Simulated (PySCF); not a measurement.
B3LYP has the VWN-RPA correlation part, as in Gaussian. 

# C₃H₉Si, SMILES `C[Si](C)C` (charge 0, multiplicity 2)

The numbers are results of PySCF 2.14.0 with B3LYP-D3(BJ)/def2-TZVP, not measurements.

```json
{
 "highest_occupied_spin_orbital": "-4.98 eV",
 "dipole_moment": "0.61 D",
 "total_energy": "-409.3089 Ha",
 "cost": "very roughly 2.4 core-minutes"
}
```

```xyz
13

C     -0.8389    -1.5529     0.2698
Si    -0.0878     0.1383     0.6350
C     -0.9412     1.4630    -0.4015
C      1.7616     0.1189     0.2651
H     -0.3650    -2.3362     0.8640
H     -1.9091    -1.5682     0.4834
H     -0.7038    -1.8055    -0.7880
H     -0.8072     1.2518    -1.4685
H     -0.5275     2.4531    -0.2021
H     -2.0131     1.4982    -0.1995
H      2.2787    -0.6377     0.8579
H      2.2207     1.0859     0.4775
H      1.9325    -0.1088    -0.7931
```
Charge 0, spin multiplicity 2.
